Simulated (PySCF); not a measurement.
How the method moves the HOMO and LUMO of `O=C1CO[C@H]1CF`

Compound: C4H5FO2.
Atom-mapped SMILES: `[O:1]=[C:2]1[CH2:3][O:4][C@H:5]1[CH2:6][F:7]` (hydrogens: H8, H9 on C3; H10 on C5; H11, H12 on C6)

Cartesian coordinates in Å at the PBE0-D3(BJ)/def2-SVP level; atoms count from 1:
```xyz
12
C4H5FO2 angstrom
O     -0.1250    0.5988    2.1705
C      0.2024    0.5467    1.0289
C      1.4918    0.6374    0.2298
O      0.7404    0.5373   -0.9791
C     -0.5139    0.3676   -0.3175
C     -1.1249   -0.9873   -0.5473
F     -0.2739   -1.9593   -0.0881
H      2.0499    1.5854    0.3272
H      2.1767   -0.2149    0.3880
H     -1.2428    1.1636   -0.5622
H     -1.2956   -1.1446   -1.6258
H     -2.0866   -1.0608   -0.0111
```

Basis pcSseg-1 throughout (PySCF), one geometry. Isolated species at its PBE0-D3(BJ)/def2-SVP geometry (one conformer only).

**Question.** How do the orbital energies, the gap and the dipole change with the method?

**Answer.** 
| method | kind | HOMO (eV) | LUMO (eV) | gap (eV) | μ (D) | SCF cycles |
| --- | --- | --- | --- | --- | --- | --- |
| BLYP | GGA | -6.19 | -2.12 | 4.07 | 1.64 | 16 |
| OPBE | GGA | -6.22 | -2.16 | 4.06 | 1.62 | 16 |
| B97-D | GGA | -6.32 | -2.17 | 4.15 | 1.68 | 15 |
| PBE0 | global hybrid | -7.82 | -1.12 | 6.70 | 1.78 | 14 |
| mPW1PW91 | global hybrid | -7.87 | -1.15 | 6.72 | 1.79 | 14 |
| BHandHLYP | global hybrid | -9.30 | 0.15 | 9.45 | 1.92 | 14 |
| wB97X-D | range-separated hybrid | -9.73 | 0.75 | 10.48 | 1.83 | 14 |
| HF | Hartree–Fock | -11.56 | 3.19 | 14.75 | 2.13 | 12 |

The HOMO spans 5.37 eV, from BLYP down to HF, and the gap runs from 4.06 eV (OPBE) to 14.75 eV (HF). Over the methods BLYP (0 %), OPBE (0 %), B97-D (0 %), PBE0 (25 %), mPW1PW91 (25 %), BHandHLYP (50 %), HF (100 %), a straight line through the gap against the share of exact exchange rises by 1.07 eV for each 10 % (correlation coefficient 1.000). The dipole ranges from 1.62 D (OPBE) to 2.13 D (HF). This basis has no diffuse functions.
